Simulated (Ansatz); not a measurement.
Several settings on one geometry of Rb2H2 (the lowest singlet isomer of a short search) (that of the charge 0 singlet, r2SCAN-D4/def2-TZVP). Ansatz on 4 threads of Intel Xeon on a shared host; times are rough.

```xyz
4

Rb    0.323    1.941    0.060
Rb   -0.323   -1.941   -0.060
H     1.763   -0.292   -0.054
H    -1.763    0.292    0.054
```

Totals from different functionals, basis sets or treatments of relativity can't be compared as stabilities.

In the def2 sets Rb takes a core potential; there is no spin–orbit coupling. Correlated methods freeze 18 core orbitals; core or outer-core shells of Rb are correlated, in sets that lack core-valence functions.

The spins typed aren't always the lowest for that charge.

Q: Give the basis size and estimate the energy, ⟨S²⟩ and time of these runs.

```
run                  method  charge    state                                                                       further keys
  1    UKS BLYP/def2-mTZVPP      -1  doublet                      final_grid: {core_spheres: 8, valence_spheres: 7, degree: 23}
  2      RKS PBE0-DH/STO-3G       0  singlet  pseudopotentials: {relativity: none}; scf: {omitted_lower_state_checks: [starts]}
  3  RKS r2SCAN0/def2-TZVPD       0  singlet                          scf: {omitted_lower_state_checks: [starts]}; forces asked
```

A: 
| run | functions | energy (Eh) | ⟨S²⟩ | wall time |
| --- | --- | --- | --- | --- |
| 1 | 76 | -49.2758 | 0.75 | 3.2 s |
| 2 | 46 | -5818.7109 | – | 0.5 s |
| 3 | 84 | -49.3408 | – | 1.4 s |

The highest occupied level of an anion often lies above zero with these methods, and sets without diffuse functions describe the outer electron poorly.
